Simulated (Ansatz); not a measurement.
Molecule: sum formula CoSOH₂ (charge 0, quartet). The spin state was set by rule; other spins were not relaxed. 
Coordinates optimised at B3LYP-D3(BJ)/def2-TZVP (Ansatz, a program for electronic structure):
```xyz
5

Co     0.2664    -0.2709    -0.0820
O      1.4667    -1.5240    -0.4256
H      1.6379    -2.3482     0.0348
S     -1.1777     1.3210     0.2650
H     -1.7206     0.7182     1.3433
```
Charge 0, spin multiplicity 4.

Total electronic energies in hartree. Cores are frozen in the correlated levels unless marked. UHF or UKS for open shells. Spin-orbit coupling is left out. Frozen are the shells of the preceding noble gas and the d and f shells that filled before the atom's block. Non-relativistic. Basis-set limits of correlation are two-point, X^-3; Hartree-Fock from the larger set. The bracket is a focal-point correction in the basis named.

```csv
level,program,energy (Eh)
B97M-V/def2-TZVPD,Ansatz,…
HSE06-D4/def2-TZVPD,Ansatz + dftd4,-1857.03030
HSE06/def2-TZVPD,Ansatz,-1857.02797
CAM-B3LYP-D4/def2-TZVPD,Ansatz + dftd4,…
LC-wPBE-D3(BJ)/def2-TZVPD,Ansatz + dftd3,-1857.13870
B2GP-PLYP/def2-TZVPD,Ansatz,-1856.84536
SCS-MP2/def2-SVP,Ansatz,-1855.09482
CCSD/6-31G*,Ansatz,-1855.28860
"RI-MP2/CBS(def2-TZVPPD,def2-QZVPPD)+[CCSD(T)-MP2]/def2-SVPD",Ansatz,-1855.9531
```

Question: Fill in the missing entries.

Answer: 
- B97M-V/def2-TZVPD, energy (Eh): -1857.07348
- CAM-B3LYP-D4/def2-TZVPD, energy (Eh): -1857.56684
